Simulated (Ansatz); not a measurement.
Two isomers of C3H8Ge: A = `C=[C](C)[GeH3]`, B = `C[CH]1[CH2][GeH2]1`.

Computed with Ansatz on PBE0-D4/def2-TZVP structures; ΔE is electronic, products minus reactants. CCSD(T)/CBS is the MP2 limit (def2-TZVPP, def2-QZVPP) plus CCSD(T) − MP2 in def2-TZVPP, frozen cores. DFT in def2-TZVPP. B3LYP here is the variant with VWN-RPA as its local correlation; programs differ in this. For Ge outer-core shells are correlated without core-valence functions, which leaves a few kJ/mol of doubt a bond. Scalar relativity is left out up to krypton.

(1) Which is lower in electronic energy at CCSD(T)/CBS, and by how much? (Best estimate.)

(2) Give E(B) − E(A) in kcal/mol with HF/def2-TZVPP, r2SCAN-D4, MP2/def2-TZVPP, CCSD/def2-TZVPP, B3LYP-D4, B3LYP, PBE-D4. (Estimate.)

Largest T1 diagnostic: 0.011.

Answers

(1) Ansatz gave: A, by 10.0 kcal/mol.

(2) Ansatz gave: HF/def2-TZVPP 19.7, r2SCAN-D4 9.7, MP2/def2-TZVPP 8.7, CCSD/def2-TZVPP 12.2, B3LYP-D4 13.8, B3LYP 13.6, PBE-D4 8.8. None reverses the order clearly.

In def2-TZVPP, CCSD(T) changes the Hartree–Fock value by −8.1 kcal/mol (the triples alone add −0.6 kcal/mol) and MP2 by −11.0 kcal/mol.
